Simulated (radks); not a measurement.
Results of a calculation; reference values are marked as such.
Coulomb parameter of the 3d shell of the nickel ion Ni+ in the model configuration [Ar] 3d8 4s1, as a second difference U = [E(n + 0.5) + E(n - 0.5) - 2 E(n)] / (0.5)^2 with all orbitals relaxed. "Bare": the charge of the atom changes with n. "Screened": the 4s shell takes up the change at fixed total charge, which measures U(3d,3d) + U(4s,4s) - 2 U(3d,4s). Code: a radial shooting solver on a logarithmic mesh with Libxc functionals. Model: scalar-relativistic Kohn-Sham, PBE, spin-unpolarised, spherical densities, finite nucleus; Fermi nuclear charge, rms radius 3.7757 fm.

case              configuration  E - E(n) (eV)
start              [Ar] 3d8 4s1          0.000
bare +0.5        [Ar] 3d8.5 4s1         -7.123
bare -0.5        [Ar] 3d7.5 4s1         10.955
screened +0.5  [Ar] 3d8.5 4s0.5         -1.916
screened -0.5  [Ar] 3d7.5 4s1.5          2.865

U(bare) = 15.328 eV, U(screened by 4s) = 3.796 eV, against the Slater integral F0(3d,3d) = 25.798 eV with frozen orbitals.
